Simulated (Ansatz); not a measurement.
CH3PSSe (`PSC=[Se]`), relaxed with RKS PBE0-D4/def2-TZVP in Ansatz 0.2.0 from a PBE-D4/def2-SVP geometry. The force threshold is 0.005 eV/Å; the program also tests the step.

Charge 0, multiplicity 1.

Start:

```xyz
7

P     0.290    0.814   -1.330
S    -0.350   -0.895   -0.130
C    -0.097   -0.274    1.474
Se   -0.444   -1.224    2.936
H     1.128    0.052   -2.221
H    -0.827    0.763   -2.239
H     0.300    0.763    1.510
```

| step | energy (eV) | largest force (eV/Å) | largest move (Å) |
| --- | --- | --- | --- |
| 1 | -86543.9405 | 0.674 | 0.000 |
| 2 | -86543.9848 | 0.380 | 0.038 |
| 3 (rejected) | -86543.7576 | 1.728 | 0.184 |
| 4 (rejected) | -86543.9754 | 0.589 | 0.053 |
| 5 | -86543.9885 | 0.186 | 0.026 |
| 6 | -86543.9927 | 0.042 | 0.019 |
| 7 | -86543.9928 | 0.004 | 0.006 |

End:

```xyz
7

P     0.287    0.781   -1.304
S    -0.331   -0.890   -0.139
C    -0.097   -0.272    1.444
Se   -0.438   -1.192    2.905
H     1.116    0.053   -2.196
H    -0.820    0.771   -2.192
H     0.283    0.749    1.483
```

Run time 50 s (2 threads of an Arm Neoverse V1 on a shared host); peak host memory 0.48 GiB.
